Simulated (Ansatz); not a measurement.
C9H25NSi2 (`C[SiH](C)N(C(C)(C)C)[Si](C)(C)C`). Charge 0, multiplicity 1.

Cartesian coordinates in Å:
```
C 0.5148 -2.6809 1.2339
Si -0.5614 -1.6939 0.0540
C -0.8875 -2.6898 -1.5001
N -0.0584 -0.0421 -0.1882
C 1.2698 0.2854 -0.7619
C 1.1734 1.4566 -1.7394
C 1.8207 -0.8909 -1.5662
C 2.2636 0.6081 0.3547
Si -1.0758 1.1063 0.6792
C -2.8159 1.0772 -0.0186
C -0.5530 2.9109 0.5872
C -1.1026 0.7017 2.5143
H 0.6493 -2.1354 2.1713
H 0.0183 -3.6278 1.4675
H 1.5040 -2.9186 0.8374
H -1.8810 -1.5610 0.7317
H -1.5375 -3.5317 -1.2427
H 0.0172 -3.0950 -1.9555
H -1.4075 -2.0846 -2.2466
H 0.4033 1.2564 -2.4879
H 2.1270 1.5897 -2.2568
H 0.9370 2.3941 -1.2431
H 1.9290 -1.7944 -0.9629
H 2.8135 -0.6373 -1.9436
H 1.1824 -1.1143 -2.4223
H 3.2429 0.8719 -0.0545
H 1.9169 1.4463 0.9613
H 2.3884 -0.2541 1.0139
H -3.2990 0.1043 0.0793
H -3.4376 1.8153 0.4974
H -2.7978 1.3406 -1.0801
H -1.1934 3.4410 1.3003
H 0.4804 3.1070 0.8769
H -0.7294 3.3541 -0.3945
H -1.7537 1.4002 3.0485
H -0.0982 0.7936 2.9383
H -1.4617 -0.3089 2.7176
```

**Question.** Give the diagnostics of a CCSD(T)/def2-TZVPP run (frozen core, Ansatz). (Best estimate.)

**Answer.** The calculation gave: T1 = 0.0101, largest single amplitude 0.013, largest double 0.007, (T) share of the correlation energy 4.0 %, 8 CCSD cycles. The RHF solution is stable towards an unrestricted one. T1 lies under the customary mark of 0.02 for closed shells.
